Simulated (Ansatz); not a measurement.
Computed with Ansatz on PBE0-D4/def2-TZVP structures; ΔE is electronic, products minus reactants. CBS: MP2 limit from def2 TZ/QZ plus the TZ coupled-cluster correction, frozen cores. This one scheme is used for every species, atoms too. Functionals use def2-TZVPP. B3LYP here is the variant with VWN-RPA as its local correlation; programs differ in this. HSE06 is defined as in plane-wave codes. No spin–orbit coupling; open shells (•) take unrestricted orbitals. Spin–orbit coupling would lower the free atoms: a little for Al, B, O. One conformer a species, not always the lowest.

Reaction (atomization): `B[O][AlH][BH2]` → Al• + 2 B• + 5 H• + O•

```json
{"level": "LDA (SPW92)", "ΔE (kJ/mol)": "3408.6", "difference from CCSD(T)/CBS": "354.6"}
{"level": "revPBE-D4", "ΔE (kJ/mol)": "3004.6", "difference from CCSD(T)/CBS": "-49.4"}
{"level": "BLYP-D4", "ΔE (kJ/mol)": "3054.9", "difference from CCSD(T)/CBS": "0.9"}
{"level": "BHLYP-D4", "ΔE (kJ/mol)": "3022.2", "difference from CCSD(T)/CBS": "-31.8"}
{"level": "ωB97X-V", "ΔE (kJ/mol)": "3075.5", "difference from CCSD(T)/CBS": "21.5"}
{"level": "PBE-QIDH", "ΔE (kJ/mol)": "3039.6", "difference from CCSD(T)/CBS": "-14.4"}
{"level": "BLYP", "ΔE (kJ/mol)": "3027.5", "difference from CCSD(T)/CBS": "-26.5"}
{"level": "B3LYP", "ΔE (kJ/mol)": "3054.9", "difference from CCSD(T)/CBS": "0.9"}
{"level": "r2SCANh", "ΔE (kJ/mol)": "3064.1", "difference from CCSD(T)/CBS": "10.1"}
{"level": "HSE06", "ΔE (kJ/mol)": "3033.5", "difference from CCSD(T)/CBS": "-20.5"}
{"level": "LC-ωPBE", "ΔE (kJ/mol)": "3057.3", "difference from CCSD(T)/CBS": "3.3"}
{"level": "MP2/def2-SVP", "ΔE (kJ/mol)": "2963.3", "difference from CCSD(T)/CBS": "-90.7"}
{"level": "CCSD/def2-SVP", "ΔE (kJ/mol)": "2900.0", "difference from CCSD(T)/CBS": "-154.0"}
{"level": "MP2/def2-TZVPP", "ΔE (kJ/mol)": "3034.8", "difference from CCSD(T)/CBS": "-19.2"}
{"level": "CCSD/def2-TZVPP", "ΔE (kJ/mol)": "2956.0", "difference from CCSD(T)/CBS": "-98.0"}
{"level": "CCSD(T)/def2-TZVPP", "ΔE (kJ/mol)": "2985.9", "difference from CCSD(T)/CBS": "-68.1"}
{"level": "CCSD(T)/CBS", "ΔE (kJ/mol)": "3054.0", "difference from CCSD(T)/CBS": "0"}
```

Task: What do rigid-rotor, harmonic-oscillator terms from PBE0-D4/def2-TZVP frequencies (298.15 K, 1 bar) make of the CCSD(T)/CBS value? (An estimate is asked.)

Result: The calculation gave: ΔZPE = -134.8 kJ/mol, ΔH = +2953.4 kJ/mol, ΔS = 865 J/(mol·K), ΔG = +2695.6 kJ/mol. Open shells count their whole term as degenerate.

Largest T1 diagnostic among the species: 0.018.

From PBE to PBE0 (25 % exact exchange), in def2-TZVPP and without D4, ΔE moves by −27.5 kJ/mol: exact exchange takes away binding that semilocal exchange gives to molecules. The D4 term adds +20.5 kJ/mol with B3LYP and +10.8 kJ/mol with PBE0; it sums over pairs of atoms, weighted by their polarisabilities, and B3LYP, whose exchange is more repulsive, gets the larger term. At CCSD(T), def2-SVP lies −135.0 kJ/mol from the extrapolated value and def2-TZVPP −68.1 kJ/mol: correlation converges slowly with the basis, and small sets miss more of it in the bonded molecule than in its fragments.

For atomizations the MP2-based limit and the directly extrapolated one differ by several kJ/mol either way, and by 10 to 25 for some Ge, Se and Sn compounds, so smaller differences from it don't rank the levels.
